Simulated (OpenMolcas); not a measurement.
# Ir4+: effect of the metal basis

Ir4+ with 6 ligands (fluoride) in octahedral coordination (Oh) at 1.94 Å. A charge of +0.333 e stands 3.2 Å behind each ligand.

```yaml
Program: OpenMolcas
Method: CASSCF
Spin-orbit_coupling: state interaction with AMFI integrals over the reference wave functions
```

Fixed: ligand basis ANO-RCC-VDZP, active space 5 electrons in 5 orbitals (5d), DKH2 Hamiltonian.

States (labels of O, the rotations of Oh). Energies in cm-1 above the lowest state or level, χT in cm3 K/mol; under a threefold ground state the first gap can be a small split of the lowest multiplet, not the spin-orbit step; 10Dq and B are least-squares fits to the states below 45000 cm-1, weighted by degeneracy, with a free offset, and given where the rms deviation is under 5 % of |10Dq| (or 100 cm-1) and under 700 cm-1.

| Run | Metal basis | Ground state | First state of that spin | 10Dq | B (rms of fit) | First gap with spin-orbit (degeneracies) | χT at 300 K | First state of another spin | Cost |
| --- | --- | --- | --- | --- | --- | --- | --- | --- | --- |
| A | ANO-RCC-VDZP | 2T2 | 2T1 28016 | 31895 | 724 (381) | 7944 (2, 4) | 0.428 | 2S+1 = 4: 18121 | roughly 50 core-seconds |
| B | ANO-RCC-VTZP | 2T2 | 2T1 27765 | 31719 | 728 (335) | 7810 (2, 4) | 0.435 | 2S+1 = 4: 17704 | roughly 70 core-seconds |

Against A, |10Dq| changes by -0.6 % in B.

Costs are those of the RASSCF and RASSI steps.

An orbital triplet at a regular site is open to Jahn-Teller coupling, which can distort the site and quench the lowest spin-orbit gaps and is left out. Without dynamic correlation the repulsion within the d shell is too large (B by tens of per cent), so at a given field states of lower spin stand too high. With metal d orbitals alone the field can be off either way by tens of per cent. Ligand-to-metal charge-transfer states are missing. With no ligand orbital active B as a rule stays too high, so bands that hang on it stand too high and its fall with covalency is understated. The least metal-like active orbital is 72 % on the metal (Löwdin) and no ligand orbital is active, so the numbers are rough (holds for A). The least metal-like active orbital is 73 % on the metal (Löwdin) and no ligand orbital is active, so the numbers are rough (holds for B). No measured value stands beside these numbers; the geometry is a model, was not optimised and need not be the one that this ion takes.

A state without a sure symmetry label is named by its multiplicity alone.
